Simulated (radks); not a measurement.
Species: neutral fluorine. Configuration: [He] 2s2 2p5. All-electron calculation, scalar-relativistic Kohn-Sham, PBE, spin-polarised, spherical densities, finite nucleus; open shells are filled with parallel spins first; Fermi nuclear charge, rms radius 2.8976 fm. Program: a radial shooting solver on a logarithmic mesh with Libxc functionals.

Normalised radial functions P(r) = r R(r), r in bohr:

| r | 1s up | 2p down |
|---|---|---|
| 0.006867 | 0.3361 | 0.0010 |
| 0.008523 | 0.4108 | 0.0015 |
| 0.01049 | 0.4966 | 0.0022 |
| 0.01302 | 0.6022 | 0.0034 |
| 0.01604 | 0.7213 | 0.0051 |
| 0.0199 | 0.8642 | 0.0077 |
| 0.0245 | 1.0205 | 0.0114 |
| 0.03041 | 1.2006 | 0.0171 |
| 0.03744 | 1.3874 | 0.0251 |
| 0.04647 | 1.5878 | 0.0372 |
| 0.05721 | 1.7758 | 0.0537 |
| 0.07101 | 1.9493 | 0.0780 |
| 0.08743 | 2.0755 | 0.1103 |
| 0.1085 | 2.1402 | 0.1557 |
| 0.1336 | 2.1169 | 0.2132 |
| 0.1658 | 1.9883 | 0.2892 |
| 0.2041 | 1.7623 | 0.3785 |
| 0.2534 | 1.4403 | 0.4858 |
| 0.3119 | 1.0843 | 0.5974 |
| 0.3871 | 0.7212 | 0.7121 |
| 0.4767 | 0.4272 | 0.8085 |
| 0.5869 | 0.2161 | 0.8748 |
| 0.7284 | 0.0869 | 0.8964 |
| 0.8968 | 0.0285 | 0.8642 |
| 1.113 | 0.0066 | 0.7790 |
| 1.37 | 0.0011 | 0.6596 |
| 1.701 | 0.0001 | 0.5158 |
| 2.094 | 0.0000 | 0.3769 |
| 2.599 | 0.0000 | 0.2487 |
| 3.2 | 0.0000 | 0.1504 |
| 3.971 | 0.0000 | 0.0781 |

1s up: eigenvalue -663.62 eV, 0 radial nodes, <r> = 0.176 bohr, 90 % of the charge inside 0.316 bohr. 2p down: eigenvalue -10.225 eV, 0 radial nodes, <r> = 1.13 bohr, 90 % of the charge inside 2.00 bohr.
